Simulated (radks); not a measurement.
Spherical quantum dot in the effective-mass picture: electrons in a hard-walled sphere of radius 7.25, with a point charge +2 (a donor) at the centre, all in effective atomic units (hartree* = m*/eps^2 hartree, bohr* = eps/m* bohr), one dielectric constant everywhere. Method: non-relativistic Kohn-Sham, PBEsol, spin-polarised, spherical densities; computed with a radial shooting solver with Libxc functionals. Levels are named by radial order and angular momentum (1s, 1p, 1d, 2s, ...), and open shells are averaged over m.

N = 10, configuration 1s2 1p6 2s2. This is the lowest configuration that the search found. Occupied and some empty levels:

level  occupation  eigenvalue (hartree*)  <r> (bohr*)
1s              2                 1.1426        1.018
2s              2                 1.4397        4.837
1p              6                 1.4781        4.928
1d              0                 1.5699        5.131
1f              0                 1.6926        5.285
1g              0                 1.8442        5.414
2p              0                 1.9024        3.648

Energy (hartree*): total 3.36332, kinetic 4.5455, external -10.129, Hartree 11.397, exchange-correlation -2.4506.

Electron density:

r (bohr*)  n(r) (e/bohr*^3)
0.362                0.8844
0.724                0.2439
1.09                0.07473
1.45                0.02530
1.81                0.01007
2.17               0.005597
2.54               0.004759
2.90               0.005230
3.26               0.006247
3.62               0.007464
3.98               0.008641
4.35               0.009544
4.71               0.009926
5.07               0.009576
5.43               0.008393
5.79               0.006461
6.16               0.004112
6.52               0.001939
6.88              0.0004932
7.24              1.037e-06
